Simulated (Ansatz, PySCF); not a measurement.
Species: InCl (charge 0, triplet). This is an excited triplet: at this geometry the singlet lies 3.24 eV lower at CCSD(T)/CBS(def2-TZVPPD,def2-QZVPPD). 
Geometry from a B3LYP-D3(BJ)/def2-TZVP (Ansatz, a first-principles code) optimisation:
SMILES: [Cl][In]
```xyz
2

In     0.0000     0.0000    -0.6188
Cl     0.0000     0.0000     1.7837
```
Charge 0, spin multiplicity 3.

Dipole moments at this geometry, in debye (magnitudes).

```tsv
level	program	dipole (D)
M06-L/def2-TZVPD	PySCF	2.14
PBE0/def2-TZVPD	Ansatz	2.29
PW6B95/def2-TZVPD	PySCF	2.23
M06-2X/def2-TZVPD	PySCF	2.50
wB97M-V/def2-TZVPD	Ansatz	2.42
CCSD(T)/def2-SVPD	Ansatz	2.76
```
